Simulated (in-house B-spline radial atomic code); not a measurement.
Radial electron density of Ti⁷⁺, [Ne] 3s2 3p3. Level of theory: non-relativistic PBE0, spin-polarised, spherical fractional occupations, point nucleus; calculated with an all-electron radial atomic-structure program (B-spline basis).

Columns: r (bohr), 4πr²n(r) (electrons per bohr), bar.

```
 0.00308   0.7451 #
 0.00367    1.031 ##
 0.00436    1.411 ##
  0.0052    1.935 ###
 0.00618    2.617 ####
 0.00736    3.525 ######
 0.00876    4.695 #######
  0.0104    6.157 ##########
  0.0124    8.018 #############
  0.0148    10.28 ################
  0.0176    12.86 #####################
   0.021    15.78 #########################
  0.0249    18.73 ##############################
  0.0297    21.64 ###################################
  0.0353    24.03 ######################################
  0.0421    25.61 #########################################
  0.0501       26 #########################################
  0.0596    25.14 ########################################
   0.071    23.26 #####################################
  0.0845    21.04 ##################################
   0.101    19.43 ###############################
    0.12     19.4 ###############################
   0.143    21.25 ##################################
    0.17     24.3 #######################################
   0.202       27 ###########################################
    0.24    27.59 ############################################
   0.286     24.9 ########################################
   0.341    19.36 ###############################
   0.406    13.07 #####################
   0.483    8.406 #############
   0.575    6.504 ##########
   0.684    6.656 ###########
   0.815    6.988 ###########
    0.97     6.11 ##########
    1.15    4.172 #######
    1.37    2.102 ###
    1.64   0.7382 #
    1.95   0.1862 
    2.32  0.03041 
    2.76  0.00301 
    3.29 0.0001597
```

On this grid the curve has 3 maxima, near 0.0501, 0.24, 0.815 bohr.

The 3s down radial function P(r) = rR(r), positive near the nucleus:

```
r (bohr)        P
0.000909  0.02151
 0.00129  0.03027
 0.00183  0.04243
 0.00259  0.05905
 0.00367  0.08167
  0.0052   0.1118
 0.00736   0.1506
  0.0104   0.1984
  0.0148   0.2544
   0.021   0.3101
  0.0297   0.3498
  0.0421   0.3471
  0.0596   0.2646
  0.0845   0.0684
    0.12  -0.2344
    0.17  -0.5363
    0.24  -0.6262
   0.341  -0.2898
   0.483   0.4239
   0.684    1.063
    0.97    1.113
    1.37   0.6355
    1.95   0.1781
    2.76  0.02043
```
